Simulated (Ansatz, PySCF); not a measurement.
This PySCF input computes a BLYP/def2-TZVPD energy:

```python
from pyscf import gto, scf, dft

mol = gto.M(
    atom='''
    H    -0.00000000   -0.00000000   -1.88531576
    B    -0.00000000   -0.00000000   -0.71513832
    O     0.00000000    0.00000000    0.49908626
    H     0.00000000    0.00000000    1.46831730
    ''',
    basis='def2-tzvpd',
    charge=1,
    spin=0,
    verbose=4,
)

mf = dft.RKS(mol, xc='blyp').density_fit(auxbasis='def2-universal-jkfit')
mf.grids.level = 3
mf.conv_tol = 1e-9
mf.max_cycle = 100
mf.max_memory = 1500
mf.kernel()
if not mf.converged:
    mf = mf.newton()
    mf.kernel(mf.make_rdm1())
mf.analyze()
```

Write an input for the same energy in Ansatz (a first-principles code) and say what it gives.


Ansatz 0.2 input:
```yaml
crystal:
  periodic: [false, false, false]
  atoms:
    - {symbol: H, position_ang: [-0.00000000, -0.00000000, -1.88531576]}
    - {symbol: B, position_ang: [-0.00000000, -0.00000000, -0.71513832]}
    - {symbol: O, position_ang: [0.00000000, 0.00000000, 0.49908626]}
    - {symbol: H, position_ang: [0.00000000, 0.00000000, 1.46831730]}
basis:
  gaussian:
    orbitals: def2-TZVPD
hamiltonian:
  xc: {name: BLYP}
total_charge: 1
output: {forces: true}
```
It gives -101.00004 Eh, and PySCF -101.00007 Eh, a difference of 0.03 mEh, from the treatment of integrals and grids.

It need not be the lowest isomer of its formula.
